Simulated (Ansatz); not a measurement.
`FC/C=C(/F)C(F)F` → `F[C@@H]1C[C@@H](F)C1(F)F`  (isomerisation)

Program: Ansatz. Geometries: PBE0-D4/def2-TZVP. ΔE: electronic, gas phase. CCSD(T)/CBS is the MP2 limit (def2-TZVPP, def2-QZVPP) plus CCSD(T) − MP2 in def2-TZVPP, frozen cores. Functionals use def2-TZVPP. Each species was taken in one conformer, which may not be the lowest.

CCSD(T)/CBS gives -3.0 kcal/mol.

Question: Another level gave -3.6 kcal/mol. Which?
A. BHLYP/def2-TZVPP
B. r2SCANh/def2-TZVPP
C. BLYP/def2-TZVPP
D. PBE-D4/def2-TZVPP

Answer: B. r2SCANh -3.6, BLYP 4.3, BHLYP -1.0, PBE-D4 -2.5 kcal/mol.

Largest T1 diagnostic among the species: 0.012.

From PBE to PBE0 (25 % exact exchange), in def2-TZVPP and without D4, ΔE moves by −2.6 kcal/mol. In def2-TZVPP, CCSD(T) changes the Hartree–Fock value by −2.6 kcal/mol (the triples alone add +0.3 kcal/mol) and MP2 by −3.6 kcal/mol. Leaving LDA and LC-ωPBE aside and taking each functional with its dispersion term where it has one, the values, not all of them listed here, spread over 9.7 kcal/mol, from PBE-QIDH to BLYP-D4. LDA lies −4.6 kcal/mol from PBE without D4.
